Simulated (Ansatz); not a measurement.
Relaxation of the cluster Cd2Se⁺ with UKS PBE0-D4/def2-TZVP.

```sh
$ ansatz run in.yaml --threads 4 --pin off --events-out ev --progress --plain --max-ram 3916MiB
```

```yaml
crystal:
  periodic: [false, false, false]
  atoms:
    - {symbol: Cd, position_ang: [-0.467830, -2.306380, -0.087790]}
    - {symbol: Cd, position_ang: [0.047750, 2.334740, 0.302000]}
    - {symbol: Se, position_ang: [0.420080, -0.028370, -0.214210]}
basis:
  gaussian: {orbitals: def2-TZVP}
total_charge: 1
magnetization: {spin_polarized: true, initial_magnetization: 1}
hamiltonian: {xc: pbe0, dispersion: d4}
scf: {lower_state_search: "off"}
output: {orbitals: {seedname: orbitals}}
relax: {f_tol: 0.02, max_steps: 100}
```

Run time 13 s (4 threads of Arm Neoverse V2 on a shared host).

Positions (Å) and forces (eV/Å) at steps 1, 2, 3, 4, 5 of 5:

```xyz
3
step=1 energy=-74465.4694 eV
Cd   -0.468   -2.306   -0.088   -0.386   -0.384    0.140
Cd    0.048    2.335    0.302   -0.297    0.436    0.209
Se    0.420   -0.028   -0.214    0.683   -0.052   -0.349
3
step=2 energy=-74465.6086 eV
Cd   -0.552   -2.283   -0.042   -0.054    0.164    0.050
Cd   -0.041    2.323    0.345   -0.090   -0.153    0.024
Se    0.593   -0.040   -0.303    0.144   -0.011   -0.074
3
step=3 energy=-74465.6585 eV
Cd   -0.624   -2.142    0.013    0.094    0.188   -0.021
Cd   -0.143    2.194    0.378    0.051   -0.197   -0.053
Se    0.767   -0.052   -0.391   -0.144    0.009    0.073
3
step=4 energy=-74465.6651 eV
Cd   -0.616   -2.111    0.014   -0.036   -0.007    0.017
Cd   -0.141    2.163    0.373   -0.034    0.012    0.019
Se    0.757   -0.052   -0.386    0.071   -0.005   -0.036
3
step=5 energy=-74465.6677 eV
Cd   -0.633   -2.073    0.027    0.002    0.008    0.000
Cd   -0.166    2.128    0.380    0.001   -0.008   -0.001
Se    0.799   -0.054   -0.407   -0.003    0.000    0.002
```

In the def2 sets Cd takes a core potential; there is no spin–orbit coupling. The relaxation made no stability test and no search for a lower SCF solution. The structure comes from a short search, and lower isomers may exist.
